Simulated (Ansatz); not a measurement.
A structure relaxed at PBE0-D4/def2-TZVP, charge 0, multiplicity 1:

Cartesian coordinates in Å:
```
N -0.849 -2.593 -0.770
Si -0.893 -0.888 -0.624
N 0.664 -0.260 -0.296
Ge 1.089 1.007 0.975
N 0.491 2.710 0.640
H -0.534 -3.182 -0.017
H -1.497 -3.070 -1.374
H -1.719 -0.344 0.498
H -1.507 -0.440 -1.906
H 1.416 -0.509 -0.922
H 2.624 1.058 1.016
H 0.443 0.595 2.305
H -0.511 2.818 0.722
H 0.784 3.096 -0.247
```

(1) Give its formula and SMILES.

(2) Point group (tolerance 0.08 Å, 0.16 Å for H)?

(3) Summarise the bond lengths by kind.

## Answers

(1) GeH9N3Si, `N[SiH2][NH][GeH2][NH2]`.

(2) C1.

(3) 2 × N–Si 1.711 to 1.712 Å; 5 × H–N 1.006 to 1.011 Å; 2 × H–Si 1.491 to 1.495 Å; 2 × Ge–N 1.836 to 1.844 Å; 2 × Ge–H 1.534 to 1.536 Å.

Program: Ansatz 0.2.0.
